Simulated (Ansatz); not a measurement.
The molecule PdC, closed-shell singlet (the spin of the measured ground state). No spin–orbit coupling. The T1 diagnostic near the minimum is 0.056, so single-reference values are doubtful.

D_e counts from the fitted minimum to each atom's lowest state at the same level, without counterpoise. The singlet is restricted.

Codes used: Ansatz (Gaussian basis) for Hartree–Fock, density functionals and correlated methods.  In def2 rows elements past Kr take small-core potentials, without spin–orbit coupling.

Q: One of these levels gives 393.4 kJ/mol for the bond energy D_e. Which?
(A) PBE0/def2-TZVPP
(B) r2SCAN/def2-TZVPP
(C) SVWN5/def2-TZVPP
(D) PBE/def2-TZVPP

A: B, r2SCAN/def2-TZVPP. The others give 523.7 (SVWN5/def2-TZVPP), 430.4 (PBE/def2-TZVPP), 316.7 (PBE0/def2-TZVPP)

Ansatz is an electronic-structure program.
